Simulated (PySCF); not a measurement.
All values below come from TPSSh-D3(BJ)/def2-TZVP // TPSS-D3(BJ)/def2-SVP (PySCF). Isolated molecules, 0 K electronic values unless said otherwise. 

Reference species: [Ti(F)3] (neutral, multiplicity 2).

The spin population on the central atom (Mulliken) comes out as 1.03. The coordination number is 3.

Changed species: [Pd(F)3] (M = Pd, multiplicity 2; the reference has M = Ti, multiplicity 2).

### Question
Give the shifts of the spin population on the central atom (Mulliken) and coordination number.

### Answer
the spin population on the central atom (Mulliken) drops by 0.42, to 0.61; the coordination number stays essentially unchanged.
